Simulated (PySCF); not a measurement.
C3H6BNO, SMILES OB(CC#N)C. Geometry: PBE-D3(BJ)/def2-SVP. The structure was generated by enumeration, and PubChem lists no compound with its InChIKey, so it may never have been made. Other conformers were not sampled.

Task: Give the equilibrium geometry at PBE-D3(BJ)/def2-SVP (PySCF confirms it by a frequency run) as a Z-matrix. (The exact figures need the calculation; the answer reports its results.)

Result: One answer among several that fit: 
```
B
O 1 1.3567
H 2 0.9820 1 112.66
C 1 1.5727 2 119.84 3 179.95
H 4 1.1068 1 112.50 2 0.33
H 4 1.1113 5 108.50 1 -122.97
H 4 1.1114 5 108.46 6 -114.21
C 1 1.6207 2 119.89 3 -0.03
H 8 1.1116 1 109.49 2 122.20
H 8 1.1116 9 105.97 1 -117.98
C 8 1.4518 9 110.52 10 -119.74
N 11 1.1739 8 172.17 9 -121.58
```
